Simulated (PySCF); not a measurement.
Be(OSiH3)2 (BeH6O2Si2), SMILES [SiH3][O][Be][O][SiH3].

Geometry: B3LYP-D3(BJ)/def2-SVP. The structure was generated by enumeration; whether it is a known compound was not checked. One conformer was computed; it need not be the lowest.

All values below come from IEF-PCM-ωB97X/def2-SVP (PySCF).

The values are the electrostatic part of the solvation free energy, E(continuum) − E(gas) at the gas-phase geometry, in a cavity of scaled van der Waals radii (PySCF's table); cavitation and dispersion terms are not included. A continuum can't describe solvent molecules that bind to the metal. In vacuum the orbital gap is 12.67 eV. The dipole moment in vacuum is 0.00 D.

Q: Estimate the values in water (ε = 78.36), dichloromethane (ε = 8.93), acetone (ε = 20.49). (Estimate from the structure and the level; the computed values follow.)

A: 
```tsv
solvent	ε	ΔG(elec) (kcal/mol)	dipole (D)	gap (eV)
water	78.36	-2.3	0.00	12.81
dichloromethane	8.93	-1.9	0.00	12.79
acetone	20.49	-2.2	0.00	12.81
```
